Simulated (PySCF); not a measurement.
C₂H₄N₃, SMILES c1nc[nH+][nH]1, charge +1.

Coordinates come from a PBE0-D3(BJ)/def2-SVP optimisation. The isomer is the one that the SMILES or the coordinates give; other isomers of the formula were not compared.

The numbers are results of TDA-CAM-B3LYP/def2-SVPD in PySCF, not measurements.

Vertical excitations. Gas-phase values at a fixed geometry. State labels are in the subgroup C2v.

Computed lowest excited states:
```
state  symmetry  energy (eV)  λ (nm)      f                                               main pairs
-----  --------  -----------  ------  -----  -------------------------------------------------------
S1           A2         5.82     213  0.000                                          HOMO→LUMO 100 %
S2           B2         7.55     164  0.092                     HOMO−2→LUMO 81 %, HOMO−1→LUMO+2 16 %
S3           B1         7.60     163  0.017                                         HOMO→LUMO+2 98 %
S4           A1         8.09     153  0.155                                         HOMO−1→LUMO 86 %
S5           A2         8.99     138  0.000                                       HOMO−1→LUMO+1 98 %
S6           A1         9.28     134  0.020                                         HOMO→LUMO+1 85 %
S7           B2         9.57     130  0.358                     HOMO−1→LUMO+2 80 %, HOMO−2→LUMO 12 %
S8           B1         9.69     128  0.002                                       HOMO−2→LUMO+1 89 %
S9           B1         9.88     125  0.017  HOMO−3→LUMO 48 %, HOMO−1→LUMO+3 41 %, HOMO−2→LUMO+1 7 %
S10          B1         9.91     125  0.000                     HOMO−3→LUMO 48 %, HOMO−1→LUMO+3 46 %
T1           A1         4.97     249      0                                         HOMO−1→LUMO 97 %
T2           A2         5.66     219      0                                           HOMO→LUMO 99 %
T3           B2         5.85     212      0                                         HOMO−2→LUMO 99 %
T4           B1         6.37     195      0                                         HOMO→LUMO+2 98 %
```
Triplets are in the Tamm–Dancoff approximation.
